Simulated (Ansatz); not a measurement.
Program: Ansatz.

Input:

```yaml
accuracy: low
crystal:
  lattice:
    - [6.16224, 0.0, 0.0]
    - [0.0, 6.16224, 0.0]
    - [0.0, 0.0, 6.16224]
  atoms:
    - { symbol: H, position: [0.41758327, -0.55871749, 0.75571497] }
    - { symbol: H, position: [0.35085422, -0.63782173, 0.80644179] }
    - { symbol: H, position: [0.59629595, 0.92784447, 0.48627174] }
    - { symbol: H, position: [0.56823048, 0.92025342, 0.36049312] }
    - { symbol: H, position: [0.04701718, 0.22848476, 0.50225901] }
    - { symbol: H, position: [-0.04596735, 0.17614749, 0.46738314] }
    - { symbol: H, position: [1.13727802, 1.05202237, 1.0519003] }
    - { symbol: H, position: [1.24885731, 1.04204653, 1.12078602] }
    - { symbol: H, position: [-0.44193539, 0.42626351, 0.33850781] }
    - { symbol: H, position: [-0.4975168, 0.4160082, 0.232219] }
    - { symbol: H, position: [0.76321902, 0.62976468, 0.6867696] }
    - { symbol: H, position: [0.8438126, 0.63983232, 0.77525048] }
basis:
  ecutwfc: 30.0
kpoints:
  mp_grid: { grid: [1, 1, 1] }
hamiltonian:
  xc: pbe
  dispersion: d3bj
scf:
  occupations: { method: fermi_dirac, width: 0.02 }
  lower_state_search: "off"
  max_iter: 61
md:
  timestep: 0.5
  n_steps: 25
  ensemble: nvt_nose_hoover
  temperature: 1500.0
  initial_velocities: maxwell_boltzmann
  seed: 538046
  nose_hoover: { tau: 50.0, chain_length: 3 }
```

Command:

```bash
$ ansatz run input.yaml --threads 1 --pin off --max-ram 3072MiB --backend cpu --events-out ev --progress --plain --runs-dir out
```

Problem. What happens when this is run, and what is wrong with the input?

Solution. All steps were run.

```
md step     0: t =     0.00 fs  T =  1500.0 K  F+E_penalty+E_count = -132.85183713 eV  E_kin = 2.132790 eV  conserved = -130.71904715 eV  (8 SCF iters)
md step     1: t =     0.50 fs  T =  3324.4 K  F+E_penalty+E_count = -135.69231229 eV  E_kin = 4.726882 eV  conserved = -130.96528615 eV  (6 SCF iters)
[... lines left out ...]
```
